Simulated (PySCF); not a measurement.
## From a log to its input

A PySCF 2.14 run on the atoms In 0 0 0; In 0 0 2.88 (angstrom) printed this (some set-up lines and the per-cycle HOMO/LUMO lines with their warnings removed):

```
PySCF version 2.14.0


nuclear repulsion = 1.653678784125
number of shells = 8
number of NR pGTOs = 24
number of NR cGTOs = 16
basis = lanl2dz
ecp = {'In': 'lanl2dz'}

******** <class 'pyscf.scf.uhf.UHF'> ********
method = UHF
initial guess = minao
damping factor = 0
level_shift factor = 0
DIIS = <class 'pyscf.scf.diis.CDIIS'>
SCF conv_tol = 1e-09
SCF max_cycles = 50
number electrons alpha = 5  beta = 2
init E= 13.6464994941198

cycle= 1 E= -3.56824638322481  delta_E= -17.2  |g|= 0.351  |ddm|= 2.66
cycle= 2 E= -3.60215671269241  delta_E= -0.0339  |g|= 0.0328  |ddm|= 0.436
cycle= 3 E= -3.60483119991746  delta_E= -0.00267  |g|= 0.0112  |ddm|= 0.146
cycle= 4 E= -3.60525125186709  delta_E= -0.00042  |g|= 0.00133  |ddm|= 0.0847
cycle= 5 E= -3.60525717238515  delta_E= -5.92e-06  |g|= 0.000322  |ddm|= 0.00824
cycle= 6 E= -3.60525754893505  delta_E= -3.77e-07  |g|= 7e-05  |ddm|= 0.00172
cycle= 7 E= -3.60525756762493  delta_E= -1.87e-08  |g|= 2.01e-05  |ddm|= 0.00036
cycle= 8 E= -3.60525756952097  delta_E= -1.9e-09  |g|= 2.21e-06  |ddm|= 0.000169
cycle= 9 E= -3.60525756954145  delta_E= -2.05e-11  |g|= 4.72e-07  |ddm|= 2.45e-05
Extra cycle  E= -3.60525756954217  delta_E= -7.2e-13  |g|= 2.22e-07  |ddm|= 2.99e-06
converged SCF energy = -3.60525756954217  <S^2> = 3.7640106  2S+1 = 4.0069992

******** <class 'pyscf.tdscf.uhf.TDHF'> for <class 'pyscf.scf.uhf.UHF'> ********
nstates = 3
deg_eia_thresh = 1.000e-03
wfnsym = None
conv_tol = 1e-05
eigh lindep = 1e-12
eigh level_shift = 0
eigh max_cycle = 100

Excitation energies (eV)
[0.68538088 0.68538088 0.84527056]

** Excitation energies and oscillator strengths **
Excited State   1:      0.68538 eV   1808.98 nm  f=0.0000
Excited State   2:      0.68538 eV   1808.98 nm  f=0.0000
Excited State   3:      0.84527 eV   1466.80 nm  f=0.0000

WARN: System has nonzero charge -1; the dipole moment is origin-dependent.
Location of origin: [0. 0. 0.]

Dipole moment(X, Y, Z, Debye): -0.00000,  0.00000, -6.91661
orbital energies (hartree): [array([-0.0509, -0.0341, -0.0341,  0.1745,  0.1745,  0.2397]), array([-0.235 , -0.1128,  0.183 ,  0.183 ,  0.1957])]
```

Write the input that gave this log.

The input was:

```python
from pyscf import gto, scf, tdscf

mol = gto.M(
    atom='In 0 0 0; In 0 0 2.88',
    basis='lanl2dz',
    ecp={'In': 'lanl2dz'},
    charge=-1,
    spin=3,
    verbose=4,
)
mf = scf.UHF(mol)
mf.kernel()
td = tdscf.TDHF(mf)
td.nstates = 3
td.kernel()
td.analyze(verbose=3)
mf.dip_moment()
print('orbital energies (hartree):', [e[max(0, n-3):n+3].round(4) for e, n in zip(mf.mo_energy, mol.nelec)])
```

The basis has no diffuse functions, which an anion needs. The bond length is a typed value, not an optimised one. The dipole of an ion depends on the origin. No search for the lowest solution was made.
